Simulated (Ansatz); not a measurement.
Consider the ligand exchange at the Si–C bond: `C=C([SiH3])C[SiH3]` + `NC(O)(F)F` → `NC(F)(F)O[SiH3]` + `C=C(C)[SiH3]`.

Calculated with Ansatz (gas phase, PBE0-D4/def2-TZVP geometries, no zero-point term in ΔE). CCSD(T)/CBS adds triple-zeta CCSD(T) − MP2 to the extrapolated MP2 energy (def2 sets, frozen cores). Functionals use def2-TZVPP. One conformer a species, not always the lowest.

CCSD(T)/CBS gives -0.93 eV.

(1) Another level gave -0.93 eV. Which?
A. B2PLYP/def2-TZVPP
B. MP2/def2-TZVPP
C. PBE/def2-TZVPP
D. HF/def2-TZVPP

Largest T1 diagnostic among the species: 0.012.

Answers

(1) B. MP2/def2-TZVPP -0.93, PBE -0.83, B2PLYP -1.00, HF/def2-TZVPP -1.15 eV.

The D4 term adds +0.06 eV with B3LYP and +0.03 eV with PBE0; it sums over pairs of atoms, weighted by their polarisabilities, and B3LYP, whose exchange is more repulsive, gets the larger term. In def2-TZVPP, CCSD(T) changes the Hartree–Fock value by +0.22 eV (the triples alone add +0.03 eV) and MP2 by +0.22 eV.

B3LYP here is the variant with VWN-RPA as its local correlation; programs differ in this.
